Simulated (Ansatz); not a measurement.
Reaction (ligand exchange at the Sn–Cl bond): `[NH2][Sn][Cl]` + CH₃OH → `C[O][Sn][NH2]` + HCl

Computed with Ansatz on PBE0-D4/def2-TZVP structures; ΔE is electronic, products minus reactants. CCSD(T)/CBS adds triple-zeta CCSD(T) − MP2 to the extrapolated MP2 energy (def2 sets, frozen cores). This one scheme is used for every species. DFT in def2-TZVPP. Elements past krypton have def2 core potentials. For Sn outer-core shells are correlated without core-valence functions, which leaves a few kJ/mol of doubt a bond. Each species was taken in one conformer, which may not be the lowest.

Q: Is it downhill or uphill in electronic energy at CCSD(T)/CBS, and by how much? (Estimate.)

A: The calculation gave: Uphill: ΔE = +17.6 kcal/mol.

Q: What do these levels give: B2PLYP, PBE, revPBE, HF/def2-SVP, SCS-MP2/def2-TZVPP, SCS-MP2/def2-QZVPP? (Estimate.)

A: Computed: B2PLYP 18.2, PBE 18.8, revPBE 19.6, HF/def2-SVP 23.4, SCS-MP2/def2-TZVPP 17.2, SCS-MP2/def2-QZVPP 17.7 kcal/mol.

Largest T1 diagnostic among the species: 0.017.

From BLYP to BHLYP (50 % exact exchange), in def2-TZVPP and without D4, ΔE moves by +2.2 kcal/mol. Leaving LDA and LC-ωPBE aside and taking each functional with its dispersion term where it has one, the values, not all of them listed here, spread over 3.2 kcal/mol, from BLYP-D4 to BHLYP-D4. LDA lies −1.9 kcal/mol from PBE without D4. At CCSD(T), def2-SVP lies −1.0 kcal/mol from the extrapolated value and def2-TZVPP −0.9 kcal/mol.
